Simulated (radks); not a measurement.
Values are calculated unless marked as measured or tabulated.
Ionisation of neutral silver, [Kr] 4d10 5s1, to [Kr] 4d10 as the strength of local exchange is varied. Level of theory: non-relativistic Kohn-Sham, Slater X-alpha exchange (alpha = 2/3 is LDA exchange), no correlation, spin-polarised, spherical densities, point nucleus; open shells are filled with parallel spins first (spin-orbit coupling, left out, can overturn this in heavy ions); relativity is left out, which matters for an element this heavy (a radial shooting solver on a logarithmic mesh with Libxc functionals).

\begin{tabular}{lrrrrr}
alpha & E(Ag) (hartree) & exchange (hartree) & IE (eV) & -e of the level emptied (eV) & <r> of it (bohr) \\ \hline
0.667 & -5190.64659 & -136.71836 & 6.839 & 3.854 (5s) & 3.363 \\
0.697 & -5196.79960 & -143.04200 & 7.021 & 4.032 (5s) & 3.330 \\
0.849 & -5228.09003 & -175.31015 & 7.975 & 4.979 (5s) & 3.173 \\
0.899 & -5238.42491 & -186.00782 & 8.300 & 5.308 (5s) & 3.125 \\
0.961 & -5251.26898 & -199.32990 & 8.710 & 5.726 (5s) & 3.068 \\
0.981 & -5255.41902 & -203.64078 & 8.844 & 5.863 (5s) & 3.051 \\
1.002 & -5259.78013 & -208.17424 & 8.986 & 6.008 (5s) & 3.032 \\
\end{tabular}

NIST Atomic Spectra Database: 7.576 eV (measured). The Delta-SCF value meets it near alpha = 0.79. Relativity is left out here, which matters for elements this heavy.
